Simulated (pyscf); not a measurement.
**`[NH2][Ti]([NH2])([NH2])[OH]`, singlet**

Gas-phase minimum from PySCF at ωB97X-D3(BJ)/def2-SVP, one conformer. 

```xyz
12

N      0.9068    -0.1634     1.4036
Ti    -0.3420     0.1554     0.0371
N     -1.7121    -1.1250     0.0557
N      0.5789    -0.0847    -1.5807
O     -1.0533     1.7947     0.2036
H      0.9107     0.3023     2.3080
H      1.7023    -0.7915     1.3265
H     -1.6629    -2.0364     0.5034
H     -2.6794    -0.8988    -0.1659
H      0.2980    -0.7130    -2.3280
H      1.4454     0.3903    -1.8230
H     -1.0001     2.6000    -0.3178
```
Charge 0, spin multiplicity 1.

Bond lengths (Å): N1–Ti2 1.878, N1–H6 1.017, N1–H7 1.016, Ti2–N3 1.875, Ti2–N4 1.877, Ti2–O5 1.795, N3–H8 1.017, N3–H9 1.018, N4–H10 1.016, N4–H11 1.017, O5–H12 0.961. Angles (°): Ti2–N1–H6 124.9, Ti2–N1–H7 124.7, H6–N1–H7 110.3, N1–Ti2–N3 111.3, N1–Ti2–N4 106.2, N1–Ti2–O5 110.6, N3–Ti2–N4 106.2, N3–Ti2–O5 109.5, N4–Ti2–O5 113.0, Ti2–N3–H8 125.5, Ti2–N3–H9 122.7, H8–N3–H9 109.9, Ti2–N4–H10 125.3, Ti2–N4–H11 124.3 (the first ones only).

Properties at ωB97X-D3(BJ)/def2-SVP:

```yaml
harmonic_wavenumbers_unscaled: 114, 167, 175, 189, 196, 217, 279, 295, 371, 397, 406, 443, 464, 505, 523, 525, 696, 739, 751, 802, 1496, 1498, 1502, 3584, 3588, 3590, 3685, 3691, 3693, 3965 cm⁻¹
zero_point_energy: 55.1 kcal/mol
rotational_symmetry_number: 1
Entropy of this conformer at 298 K and 1 atm, rigid rotor and harmonic oscillator, modes under 100 cm⁻¹ raised to 100: 384.0 J/(mol K)
dipole_moment: 0.99 D
```

Single-point totals, which compare only within one level:

```
level                   total energy (hartree)
----------------------  ----------------------
ωB97X-D3(BJ)/def2-TZVP             -1093.46394
PBE/def2-TZVP                      -1092.93415
r²SCAN/def2-TZVP                   -1093.27396
B3LYP-D3(BJ)/def2-TZVP             -1093.46321
PBE0-D3(BJ)/def2-TZVP              -1092.94841
M06-2X/def2-TZVP                   -1093.26625
ωB97M-D3(BJ)/def2-TZVP             -1093.50241
```

Soft torsions are taken as harmonic, which can shift the entropy by several J/(mol K).
